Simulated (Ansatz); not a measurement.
Consider the ligand exchange at the Si–S bond: `COCS[SiH3]` + `[OH][In]([SH])[Br]` → `[SiH3][O][In]([SH])[Br]` + `COCS`.

Gas-phase electronic energies from Ansatz, PBE0-D4/def2-TZVP geometries. CCSD(T)/CBS is the MP2 limit (def2-TZVPP, def2-QZVPP) plus CCSD(T) − MP2 in def2-TZVPP, frozen cores. This one scheme is used for every species. DFT in def2-TZVPP. B3LYP here is the variant with VWN-RPA as its local correlation; programs differ in this. def2 core potentials past Kr. For Br, In outer-core shells are correlated without core-valence functions, which leaves a few kJ/mol of doubt a bond. Scalar relativity is left out up to krypton. One conformer a species, not always the lowest.

`COCS[SiH3]`:

Cartesian coordinates in Å:
```
C 1.597 0.998 -0.441
O 1.050 -0.296 -0.547
C 0.664 -0.848 0.662
S -0.789 -0.046 1.456
Si -2.157 -0.247 -0.168
H 2.478 0.998 0.214
H 0.863 1.708 -0.046
H 1.894 1.300 -1.444
H 0.420 -1.892 0.471
H 1.459 -0.787 1.416
H -1.881 0.708 -1.270
H -2.100 -1.634 -0.701
H -3.499 0.039 0.397
```

`[OH][In]([SH])[Br]`:

```xyz
6

O     0.738    0.263   -1.469
In    0.160   -0.193    0.359
S    -2.013    0.366    1.071
Br    1.782   -1.338    1.804
H     1.641   -0.014   -1.645
H    -2.309    0.917   -0.121
```

`[SiH3][O][In]([SH])[Br]`:

Cartesian coordinates in Å:
```
Si -1.017 1.425 0.505
O -0.416 0.173 -0.359
In 1.027 -1.138 -0.105
S 1.369 -2.741 -1.790
Br 2.322 -0.952 1.960
H -1.600 0.961 1.795
H 0.039 2.430 0.813
H -2.084 2.078 -0.297
H 0.360 -2.237 -2.524
```

`COCS`:

Cartesian coordinates in Å:
```
C 0.034 -1.020 0.957
O -0.236 0.351 0.787
C 0.319 0.895 -0.360
S -0.417 0.341 -1.933
H 1.115 -1.204 1.015
H -0.383 -1.611 0.135
H -0.432 -1.323 1.894
H 0.214 1.976 -0.283
H 1.384 0.645 -0.457
H -1.599 0.951 -1.757
```

CCSD(T)/CBS gives -0.47 eV.

(1) Another level gave -0.53 eV. Which?
A. SCS-MP2/def2-TZVPP
B. PBE0/def2-TZVPP
C. PBE/def2-TZVPP
D. B3LYP-D4/def2-TZVPP

Largest T1 diagnostic among the species: 0.013.

## Answers

(1) A. SCS-MP2/def2-TZVPP -0.53, PBE0 -0.36, PBE -0.29, B3LYP-D4 -0.45 eV.

In def2-TZVPP, CCSD(T) changes the Hartree–Fock value by +0.22 eV (the triples alone add +0.04 eV) and MP2 by +0.25 eV. From PBE to PBE0 (25 % exact exchange), in def2-TZVPP and without D4, ΔE moves by −0.07 eV. The D4 term adds +0.04 eV with B3LYP and +0.02 eV with PBE0; it sums over pairs of atoms, weighted by their polarisabilities, and B3LYP, whose exchange is more repulsive, gets the larger term.
